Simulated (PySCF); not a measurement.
Correlation energy of Se (selenium, neutral)

[Ar] 3d10 4s2 4p4, high-spin 3P determinant. Calculation: PySCF 2.14, in aug-cc-pVDZ-DK (6s5p3d, 36 functions); scalar relativity by spin-free X2C-1e. Frozen: [Ar] 3d10; 6 electrons correlated.

| level | correlation energy (mhartree) |
| --- | --- |
| CCSD | -91.75 |
| (T) | -1.51 |
| CCSD(T) | -93.26 |
| CCSDT | -93.60 |

Diagnostics: T1 = 0.0082, D1 = 0.0238, largest double amplitude 0.042.

Is a single reference adequate?

Yes, within this model without spin-orbit coupling: T1 lies below 0.03 and no double amplitude reaches 0.07.
